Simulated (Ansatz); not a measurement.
Si(NCO)2Me2 (C4H6N2O2Si): single points at one geometry.

```yaml
crystal:
  periodic: [false, false, false]
  atoms:
    - {symbol: Si, position_ang: [-0.085072, -0.001577, -0.059537]}
    - {symbol: N, position_ang: [-0.047733, 0.006544, 1.676404]}
    - {symbol: C, position_ang: [0.103334, 0.003265, 2.876077]}
    - {symbol: O, position_ang: [0.233264, 0.001169, 4.051593]}
    - {symbol: N, position_ang: [1.560217, 0.025669, -0.613918]}
    - {symbol: C, position_ang: [2.739261, 0.055765, -0.880365]}
    - {symbol: O, position_ang: [3.888469, 0.083777, -1.158351]}
    - {symbol: C, position_ang: [-0.946847, 1.548623, -0.650983]}
    - {symbol: H, position_ang: [-0.958805, 1.590299, -1.759027]}
    - {symbol: H, position_ang: [-0.427341, 2.452570, -0.275396]}
    - {symbol: H, position_ang: [-1.994864, 1.575067, -0.289557]}
    - {symbol: C, position_ang: [-0.889773, -1.586790, -0.638481]}
    - {symbol: H, position_ang: [-1.934601, -1.650638, -0.272578]}
    - {symbol: H, position_ang: [-0.335111, -2.468238, -0.259690]}
    - {symbol: H, position_ang: [-0.904398, -1.635512, -1.746221]}
basis:
  gaussian: {orbitals: def2-TZVP}
magnetization: {spin_polarized: true, initial_magnetization: 2}
hamiltonian: {xc: pbe0, dispersion: d4}
scf: {omitted_lower_state_checks: [starts]}
output: {orbitals: {seedname: orbitals}}
```

The file start.molden holds the orbitals of an earlier run on this structure, at another level or in another basis.

```sh
$ ansatz run in.yaml --threads 4 --pin off --events-out ev --progress --plain --max-ram 4787MiB
```

It prints (some lines left out):

```
Functional definition: PBE0
1864 factors; their error is unknown
mean field evaluation 1: about -19168.4289 eV, gradient 6.0e1 eV
mean field evaluation 2: about -19164.6223 eV, gradient 6.5e1 eV
mean field evaluation 4: about -19182.1724 eV, gradient 7.7e0 eV
mean field evaluation 8: about -19182.4979 eV, gradient 3.9e-1 eV
mean field evaluation 16: about -19182.5572 eV, gradient 4.2e-2 eV
mean field evaluation 32: about -19182.9660 eV, gradient 1.7e-5 eV
mean field -19182.96602936 eV, -704.9609988976 hartree, gradient 3.8e-6 eV, S^2 2.006856; 0 other end points of the search recorded, 0 dependent functions left out
reference -19182.96606847 eV, -704.9610003350 hartree; 38, 36 occupied and 283, 285 virtual orbitals, 1864 factors
Total energy: -19183.29734877 eV, -704.9731746615 hartree
Checks for a lower state left out: starts
```

It took 2.5 min on 4 threads of Intel Xeon on a shared host, peak host memory 1.4 GiB.

First input, but with `gaussian: {orbitals: def2-TZVP, initial_orbitals: start.molden}`, `hamiltonian: {xc: r2scan, dispersion: d4}` (abridged; 91 s):

```
Functional definition: r2SCAN
mean field evaluation 16: about -19192.7271 eV, gradient 4.0e-5 eV
mean field -19192.72712825 eV, -705.3197126655 hartree, gradient 2.3e-6 eV, S^2 2.007212
Total energy: -19192.83361187 eV, -705.3236258662 hartree
Checks for a lower state left out: starts
```

The first input with `gaussian: {orbitals: def2-TZVP, initial_orbitals: start.molden}`, `hamiltonian: {xc: pbe, dispersion: d4}` (abridged; 29 s):

```
Functional definition: PBE
mean field evaluation 16: about -19182.5081 eV, gradient 5.1e-3 eV
mean field -19182.50809998 eV, -704.9441703032 hartree, gradient 7.8e-6 eV, S^2 2.002262
Total energy: -19182.89331050 eV, -704.9583265289 hartree
Checks for a lower state left out: starts
```

Geometry: PBE-D4/def2-SVP, that of the neutral singlet.

At PBE0-D4/def2-TZVP a singlet of charge 0 lies 6.45 eV below the triplet at the same geometry.
